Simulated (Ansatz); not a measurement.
`O[SiH2][Si](O)(F)F` → 2 F• + 4 H• + 2 O• + 2 Si•  (atomization)

Computed with Ansatz on PBE0-D4/def2-TZVP structures; ΔE is electronic, products minus reactants. CCSD(T)/CBS adds triple-zeta CCSD(T) − MP2 to the extrapolated MP2 energy (def2 sets, frozen cores). This one scheme is used for every species, atoms too. Functionals use def2-TZVPP. B3LYP here is the variant with VWN-RPA as its local correlation; programs differ in this. Open shells (•) are unrestricted, without spin–orbit coupling. Spin–orbit coupling would lower the free atoms: a little for F, O, Si. One conformer a species, not always the lowest.

```tsv
level	ΔE (kJ/mol)	difference from CCSD(T)/CBS
PBE-D4	3933.3	-2.4
r2SCAN-D4	3907.8	-27.9
PBE0-D4	3841.7	-94.0
B3LYP-D4	3875.1	-60.6
ωB97X-V	3918.7	-17.0
ωB97M-V	3909.5	-26.2
B2PLYP	3857.2	-78.5
PBE	3911.0	-24.7
r2SCAN	3902.4	-33.3
PBE0	3822.8	-112.9
B3LYP	3839.0	-96.7
HF/def2-TZVPP	2827.6	-1108.1
MP2/def2-TZVPP	3926.8	-8.9
SCS-MP2/def2-TZVPP	3879.5	-56.2
CCSD/def2-TZVPP	3747.2	-188.5
CCSD(T)/def2-TZVPP	3804.8	-130.9
HF/def2-QZVPP	2841.8	-1093.9
MP2/def2-QZVPP	4006.9	71.2
SCS-MP2/def2-QZVPP	3966.5	30.8
HF/CBS(def2)	2843.8	-1091.9
MP2/CBS(def2)	4057.7	122.0
CCSD/CBS(def2)	3878.2	-57.5
CCSD(T)/CBS	3935.7	0
```

Largest T1 diagnostic among the species: 0.012.

The D4 term adds +36.1 kJ/mol with B3LYP and +19.0 kJ/mol with PBE0; it sums over pairs of atoms, weighted by their polarisabilities, and B3LYP, whose exchange is more repulsive, gets the larger term. In def2-TZVPP, CCSD(T) changes the Hartree–Fock value by +977.1 kJ/mol (the triples alone add +57.5 kJ/mol) and MP2 by +1099.1 kJ/mol; breaking electron pairs costs correlation energy, which Hartree–Fock lacks. From PBE to PBE0 (25 % exact exchange), in def2-TZVPP and without D4, ΔE moves by −88.3 kJ/mol: exact exchange takes away binding that semilocal exchange gives to molecules.

For atomizations the MP2-based limit and the directly extrapolated one differ by several kJ/mol either way, and by 10 to 25 for some Ge, Se and Sn compounds, so smaller differences from it don't rank the levels.
